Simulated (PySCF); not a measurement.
Gas-phase reaction: 2 SF5 → SF6 + SF4

Computed with PySCF (xtb for GFN2) and rigid-rotor harmonic-oscillator thermochemistry at 1 bar. Table values come from the NASA 1993 polynomials. After a fit of one offset per element over all species, the range-separated, M06-2X, PBE0/def2-QZVP and CCSD(T)/def2-TZVPP enthalpies, where run, lie to one side of the table for SF5 (+45 kJ/mol): a fault of the table's entry, another state or a shared error of the levels is possible; this was not checked at source. S°(298 K) at PBE0/def2-TZVP differs from the NASA 1993 table for SF4 (-5 J/mol/K); whether the harmonic model or the table's entry is off was not settled. † marks an energy on the PBE0/def2-TZVP geometry and frequencies; other levels use their own. Open shells (unrestricted): SF5 (multiplicity 2); the rest are closed-shell singlets. GFN2 has no spin-polarisation term. For this reaction the table lies outside the span of B3LYP, M06-2X, MP2, PBE0, r2SCAN, ωB97M-V, ωB97X-V in their largest bases here; which side is off was not settled. The harmonic model lacks anharmonicity and excited electronic states, which grow with temperature; levels with a mode under 35 cm⁻¹ are left out. The table's entry may be an old estimate for SF5, SF4 (not checked at source).

```csv
level,"ΔH°(298 K), kJ",minus table,"ΔG°(2500 K), kJ"
table,-166.8,-,-111.2
GFN2-xTB,-187.2,-20.4,7.2
HF/def2-TZVP†,-231.6,-64.8,-145.8
PBE/def2-TZVP†,-211.0,-44.2,-125.2
r2SCAN/def2-TZVP†,-210.7,-43.9,-124.9
LDA/def2-TZVP†,-244.3,-77.5,-158.5
ωB97X-V/def2-TZVP†,-252.2,-85.4,-166.4
```
